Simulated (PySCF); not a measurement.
**Chlorine: a sound run and one with changed settings**

Sound run: Cl⁺ [Ne] 3s2 3p4, Cl²⁺ [Ne] 3s2 3p3. Computed with PySCF 2.14 in cc-pV(T+d)Z, with no relativity, point nucleus. In the sound run the correlated levels freeze [Ne]. The sound run starts from symmetry-adapted Hartree-Fock orbitals and uses a fine grid where one is needed.

A second run was set up differently.

```json
{"species": "Cl⁺", "method": "UHF", "sound run (hartree)": "-459.05290", "changed run (hartree)": "-454.12970", "converged": "yes"}
{"species": "Cl⁺", "method": "PBE0", "sound run (hartree)": "-459.52914", "changed run (hartree)": "-454.52753", "converged": "yes"}
{"species": "Cl⁺", "method": "TPSS", "sound run (hartree)": "-459.70086", "changed run (hartree)": "-454.67863", "converged": "yes"}
{"species": "Cl⁺", "method": "MP2", "sound run (hartree)": "-459.17687", "changed run (hartree)": "-454.12970", "converged": "yes"}
{"species": "Cl²⁺", "method": "UHF", "sound run (hartree)": "-458.22276", "changed run (hartree)": "-453.24325", "converged": "yes"}
{"species": "Cl²⁺", "method": "PBE0", "sound run (hartree)": "-458.65292", "changed run (hartree)": "-453.58526", "converged": "yes"}
{"species": "Cl²⁺", "method": "TPSS", "sound run (hartree)": "-458.82224", "changed run (hartree)": "-453.73441", "converged": "yes"}
{"species": "Cl²⁺", "method": "MP2", "sound run (hartree)": "-458.31877", "changed run (hartree)": "-453.24325", "converged": "yes"}
```

Ionisation energy of Cl⁺:

```tsv
method	sound run (eV)	changed run (eV)
UHF	22.589	24.121
PBE0	23.843	25.640
TPSS	23.908	25.694
MP2	23.350	24.121
SCS-MP2	23.432	24.121
```

Question: What was changed?
A. radial grid too coarse
B. a valence shell is frozen
C. minimal basis
D. angular grid far too coarse

Answer: C. It used basis STO-3G. A minimal basis cannot let orbitals breathe on ionisation and holds almost no correlation.
